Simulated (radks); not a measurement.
The numbers below are computed, except where a source is named.
The thallium ion Tl51+, 30 electrons, occupied as [Ar] 3d10 4s2.

Code: a radial shooting solver on a logarithmic mesh with Libxc functionals. Model: scalar-relativistic Kohn-Sham, r2SCAN, spin-polarised, spherical densities, finite nucleus; meta-GGA in the generalised Kohn-Sham scheme; Fermi nuclear charge, rms radius 5.4759 fm.

Energy parts (eV):
total: -497632.94
kinetic: 566272.51
electron-nucleus: -1145253.15
Hartree: 88733.88
exchange-correlation: -7386.18

Orbitals (lengths in bohr, moments of r in powers of bohr; <r^-3> diverges for s and p1/2; r(max) is where P^2 peaks):
orbital  occ.  eigenvalue (eV)  <r^-3>   r(max)
1s          2        -88501.63       -  0.01003
2s          2        -18051.77       -  0.05806
2p          6        -15919.65   28280  0.04825
3s          2        -6287.164       -   0.1623
3p          6        -5665.396    6850   0.1616
3d         10        -5045.830   842.3   0.1312
4s          2        -3079.800       -   0.3416

The highest occupied level is 4s at -3079.8 eV. The electron density at the nucleus is 2.726e+06 e/bohr^3 (large components only). Summed over all electrons, <r^2> = 0.8776 bohr^2, which gives a Langevin (diamagnetic) susceptibility term of -0.695 x 10^-6 cm^3/mol.
